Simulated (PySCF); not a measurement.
Task: Give a GFN2-xTB geometry of `C=C(C)C#CC(=O)[O-]`. (Charge -1.)

Result: 
```xyz
13
C6H5O2 angstrom
C     -1.2737    1.5716   -0.5073
C     -0.8301    0.3727   -0.1265
C     -1.7563   -0.7900    0.1066
C      0.5424    0.1019    0.0847
C      1.7034   -0.1599    0.3080
C      3.1660   -0.5654    0.3304
O      3.7587   -0.4777    1.4081
O      3.5492   -0.9444   -0.7859
H     -0.5996    2.3952   -0.6720
H     -2.3241    1.7644   -0.6683
H     -2.7918   -0.5117   -0.0887
H     -1.6683   -1.1360    1.1369
H     -1.4801   -1.6202   -0.5436
```

Any rigid rotation of these coordinates is as good. Atoms count from 1 in this order. C2 (fully substituted alkene carbon) is planar (angles 122.5°, 122.3° and 115.2°, sum 360.0°, 0.00 Å off the plane of its three neighbours). C6 (carboxylate carbon) is planar (angles 131.3°, 117.2° and 111.5°, sum 360.0°, 0.00 Å off the plane of its three neighbours). Of the pairs four or more bonds apart, H10···H11 is among the closest relative to their van der Waals radii: 2.39 Å, 100 % of the sum of Bondi's values. C1 (terminal =CH2 carbon) is planar (angles 121.8°, 121.5° and 116.7°, sum 360.0°, 0.00 Å off the plane of its three neighbours).

Bonds between heavy atoms (Å): C1=C2 1.334, C2–C3 1.505, C2–C4 1.415, C4≡C5 1.211, C5–C6 1.518, C6=O7 1.233, C6–O8 1.240.

Structure optimised with GFN2-xTB, isolated species.

Point group: near Cs, missed by 0.38 Å at most; the miss may be what the optimiser left on a soft mode. No GFN2-xTB frequencies stand behind this structure, so it isn't proved a minimum.

All values are computed, not measured.
